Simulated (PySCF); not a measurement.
B(Cl)(SH)2 (BClH2S2), SMILES SB(S)Cl. Atoms are numbered in the order given.

```xyz
6

B      0.0000     0.0000     0.0092
Cl     0.0000     0.0000    -1.7521
S      0.0000    -1.6173     0.7992
H      0.0000    -1.2001     2.0831
S      0.0000     1.6173     0.7992
H      0.0000     1.2001     2.0831
```
Charge 0, spin multiplicity 1.

Coordinates come from a PBE0-D3(BJ)/def2-SVP optimisation. The values are those of a single conformer.

Level of theory: PySCF with B3LYP/pcSseg-1.

GIAO shieldings, no solvent; atoms alike by connectivity are averaged. δ = σ(ref) − σ: ¹¹B against BF3 (σ = 86.3 ppm); ³⁵Cl against HCl (σ = 933.3 ppm); ³³S against H2S (σ = 695.8 ppm); ¹H against TMS (σ = 31.68 ppm), references at their B3LYP-D3(BJ)/def2-TZVP geometries, non-relativistic (without spin–orbit terms, shifts of atoms bonded to Cl or Br come out too high).

| atoms | nucleus | count | δ (ppm) |
|---|---|---|---|
| B1 | ¹¹B | 1 | 51.0 |
| Cl2 | ³⁵Cl | 1 | … |
| S3, S5 | ³³S | 2 | 212.5 |
| H4, H6 | ¹H | 2 | … |

**Question.** Complete the blanks. (An estimate is asked for; the answer gives what the named calculation found.)

**Answer.** 
- H4, H6, δ (ppm): 2.91
- Cl2, δ (ppm): 182.1
